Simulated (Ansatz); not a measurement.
C3H4AlF, SMILES `[CH3][Al]1[CH]=[C]1F`. The species carries charge 0 and has multiplicity 1.

Z-matrix (Å, degrees):
```
C
Al 1 1.937
H 1 1.092 2 111.2
H 1 1.092 2 111.1 3 121.0
H 1 1.094 2 110.3 3 -119.5
C 2 1.870 1 157.9 3 -151.0
C 2 1.856 1 159.4 3 30.8
H 6 1.088 2 163.1 1 1.0
F 7 1.334 2 163.8 1 -1.1
```

Task: List the harmonic frequencies (cm⁻¹, unscaled) at PBE0-D4/def2-TZVP in Ansatz. (Best estimate.)

Result: The calculation gave: 15, 139, 144, 352, 373, 518, 631, 670, 688, 811, 898, 1019, 1215, 1221, 1438, 1440, 1520, 3050, 3134, 3144, 3165.

Task: Is this a minimum?

Result: Yes, all 21 modes are real.

Task: Give the ideal-gas thermochemistry at 298.15 K and 1 bar (rigid rotor, harmonic oscillator; point group C1, symmetry number 1).

Result: Zero-point energy 153.0 kJ/mol; H(298) − E = 172.8 kJ/mol; entropy 346.1 J/(mol·K), of which translation 164.4, rotation 109.8, vibration 71.9; G(298) − E = 69.6 kJ/mol. Modes under 100 cm⁻¹ are hindered rotations or soft bends, so the harmonic entropy is rough.

Task: Rotational constants (cm⁻¹)?

Result: 0.482, 0.06674, 0.05927.
